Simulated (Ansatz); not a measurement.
Single points on Be2Se2⁺.

```yaml
crystal:
  periodic: [false, false, false]
  atoms:
    - {symbol: Be, position_ang: [-0.057989, -0.275323, -1.015411]}
    - {symbol: Be, position_ang: [0.058102, 0.274787, 1.015560]}
    - {symbol: Se, position_ang: [-1.761216, -0.218053, 0.159738]}
    - {symbol: Se, position_ang: [1.761113, 0.218590, -0.159888]}
basis:
  gaussian: {orbitals: def2-TZVP, initial_orbitals: start.molden}
total_charge: 1
magnetization: {spin_polarized: true, initial_magnetization: 1}
hamiltonian: {xc: {name: wB97X-V}}
scf: {omitted_lower_state_checks: [starts]}
output: {orbitals: {seedname: orbitals}}
```

The file start.molden holds the orbitals of an earlier run on this structure, at another level or in another basis.

```sh
$ ansatz run in.yaml --threads 4 --pin off --events-out ev --progress --plain --max-ram 3916MiB
```

Output, abridged:

```
Functional definition: wB97X-V
958 factors; integrals over basis functions are off by at most 7.0e-4 eV
248 factors; integrals over basis functions are off by at most 1.9e-5 eV
mean field evaluation 1: about -131483.9776 eV, gradient 3.5e0 eV
mean field evaluation 2: about -131484.0375 eV, gradient 8.5e-2 eV
mean field evaluation 4: about -131484.1991 eV, gradient 1.2e-3 eV
mean field -131484.19913977 eV, -4831.9551951956 hartree, gradient 3.6e-5 eV, S^2 0.788164; 0 other end points of the search recorded, 0 dependent functions left out
reference -131484.19913819 eV, -4831.9551951375 hartree; 38, 37 occupied and 96, 97 virtual orbitals, 958 factors
Total energy: -131484.19913819 eV, -4831.9551951375 hartree
Checks for a lower state left out: starts
```

It took 8 s on 4 threads of Arm Neoverse V2 on a shared host, peak host memory 0.56 GiB.

As the first input, with `gaussian: {orbitals: def2-SVP, initial_orbitals: start.molden}`, `hamiltonian: {xc: pbe, dispersion: d4}` (abridged; 0.85 s):

```
Functional definition: PBE
mean field -131458.56373996 eV, -4831.0131116287 hartree, gradient 5.5e-6 eV, S^2 0.757234
Total energy: -131458.68042204 eV, -4831.0173996159 hartree
Checks for a lower state left out: starts
```

The first input with `correlation: {method: mp2}` and without the key `hamiltonian` (abridged; 1.6 s):

```
Functional definition: HF
mean field -131398.57577593 eV, -4828.8085946120 hartree, gradient 1.7e-6 eV, S^2 0.884077
18 core orbitals not correlated: weight in the atoms' cores, before any rotation towards them, 1.000 or more for the frozen orbitals, at most 0.000 for the correlated occupied ones
second order -16.81496684 eV of doubles, -0.00000000 eV of singles
Total energy: -131415.39074277 eV, -4829.4265332457 hartree
Checks for a lower state left out: starts
```

The first input with `gaussian: {orbitals: 6-31G}`, `hamiltonian: {xc: hf}` (abridged; 0.6 s):

```
Functional definition: HF
mean field -131378.44029114 eV, -4828.0686291943 hartree, gradient 2.8e-5 eV, S^2 0.876069
Total energy: -131378.44029114 eV, -4828.0686291943 hartree
Checks for a lower state left out: starts
```

First input, but with `hamiltonian: {xc: {name: B97M-V}}` (abridged; 6.5 s):

```
Functional definition: B97M-V
mean field -131474.16165638 eV, -4831.5863244844 hartree, gradient 2.3e-5 eV, S^2 0.767965
Total energy: -131474.16171138 eV, -4831.5863265057 hartree
Checks for a lower state left out: starts
```

As the first input, with `hamiltonian: {xc: {name: B3LYP}, dispersion: d4}` (abridged; 2.4 s):

```
Functional definition: B3LYP
mean field -131498.83100105 eV, -4832.4929061798 hartree, gradient 3.3e-5 eV, S^2 0.765196
Total energy: -131499.02746622 eV, -4832.5001261414 hartree
Checks for a lower state left out: starts
```

As the first input, with `gaussian: {orbitals: def2-SVP, initial_orbitals: start.molden}`, `hamiltonian: {xc: pbe0, dispersion: d4}` (abridged; 1.4 s):

```
Functional definition: PBE0
mean field -131462.89950018 eV, -4831.1724478780 hartree, gradient 1.4e-5 eV, S^2 0.772365
Total energy: -131462.99848933 eV, -4831.1760856619 hartree
Checks for a lower state left out: starts
```

Geometry: PBE0-D4/def2-TZVP.

The 6-31G sets use Cartesian d functions. B3LYP takes the VWN-RPA correlation. Correlated methods freeze 18 core orbitals; core or outer-core shells of Se are correlated, in sets that lack core-valence functions. At MP2/def2-TZVP, HF/6-31G the charge 1 doublet is spin-contaminated (final ⟨S²⟩ up to 0.88, 0.75 for a pure state). The structure comes from a short search, and lower isomers may exist.
